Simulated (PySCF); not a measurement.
The numbers are results of PBE-D3(BJ)/def2-TZVP // B3LYP-D3(BJ)/def2-TZVP run with PySCF, not measurements. Gas-phase values, no solvent. One relaxed conformer stands for a flexible species; it need not be the lowest. Excitations are Tamm–Dancoff values on a coarser integration grid. The basis has no diffuse functions, so Rydberg states are missing or too high.

Reference species (SMILES): `CSS` (C–S–S–H torsion 87°) (neutral, multiplicity 1).

- S1 excitation (TDA): 4.39 eV
- S1 oscillator strength: 0.004

Changed species: `FC(F)(F)S` (X = trifluoromethyl; the reference has X = methylthio).

Question: Give the shifts of the S1 excitation (TDA) and S1 oscillator strength.

Answer: the S1 excitation (TDA) goes up by 1.26 eV, to 5.65 eV; the S1 oscillator strength hardly moves.
